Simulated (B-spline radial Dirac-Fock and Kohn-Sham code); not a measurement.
## Dipole and non-dipole photoemission parameters of Br 3d3/2

System: atomic bromine, configuration [Ar] 3d10 4s2 4p5; threshold 70.00 eV (tabulated edge). These are calculated numbers from a radial atomic solver; the model is Dirac-Hartree-Slater photoionisation with a Latter tail; cross sections with all multipoles, angular parameters from the dipole term and its interference with E2.

Input file task.json (cfg lists n, l and occupation; rrms is the nuclear radius in fm):

```json
{"items": [{
  "Z": 35,
  "q": 0,
  "cfg": [[1, 0, 2], [2, 0, 2], [2, 1, 6], [3, 0, 2], [3, 1, 6], [3, 2, 10], [4, 0, 2], [4, 1, 5]],
  "A": 79,
  "rrms": 4.1629,
  "do": "xps",
  "hv": [80, 150, 162.0, 165.0, 203.0, 219.0, 269.0, 351.0, 390.0, 488.0, 800, 890.0, 1000, 1130.0, 1520.0, 1550.0, 1570.0, 2290.0, 2720.0, 2940.0, 2984.4, 3520.0, 4000, 5050.0, 5414.7, 5740.0, 7640.0, 9251.7, 10100.0, 13700.0],
  "edges": {"K": 13474.0, "L1": 1782.0, "L2": 1596.0, "L3": 1550.0, "M1": 257.0, "M2": 189.0, "M3": 182.0, "M4": 70.0, "M5": 69.0}
}]}
```

Launch: `python xray2_run.py task.json out`

For linearly polarised light dσ/dΩ = σ/(4π) [1 + β P₂(cos θ) + (δ + γ cos²θ) sin θ cos φ], with θ from the polarisation vector and φ the angle between the beam and the projection of the electron momentum on the plane normal to the polarisation.

```
hν (eV)   σ (kb)      β       γ      δ
     80      336  0.947   0.008  0.004
    150     2320  0.328  -0.012  0.013
    162     2320  0.424  -0.011  0.014
    165     2310  0.446  -0.011  0.014
    203     2000  0.665  -0.005  0.017
    219     1840  0.735  -0.001  0.019
    269     1370  0.898   0.012  0.022
    351      835  1.054   0.041  0.027
    390      668  1.100   0.057  0.029
    488      398  1.173   0.101  0.034
    800      106  1.224   0.246  0.048
    890     77.9  1.218   0.286  0.052
   1000     54.8  1.205   0.333  0.057
   1130        ?      ?       ?      ?
   1520     14.5  1.114   0.521  0.081
   1550     13.6  1.108   0.530  0.083
   1570     13.0  1.104   0.536  0.084
   2290     3.57  0.978   0.716  0.119
   2720     1.93  0.914   0.795  0.140
   2940     1.45  0.884   0.830  0.150
 2984.4     1.38  0.878   0.837  0.152
   3520    0.747  0.814   0.907  0.178
   4000    0.461  0.765   0.959  0.201
   5050    0.188  0.679   1.047  0.249
 5414.7    0.143  0.654   1.072  0.266
   5740    0.114  0.633   1.092  0.280
   7640   0.0363  0.536   1.185  0.359
 9251.7   0.0165  0.473   1.236  0.422
  10100   0.0115  0.445   1.255  0.454
  13700  0.00316  0.351   1.290  0.578
```

Q: Give the values at 1130 eV.

A: σ = 37.6 kb, β = 1.185, γ = 0.385, δ = 0.063.
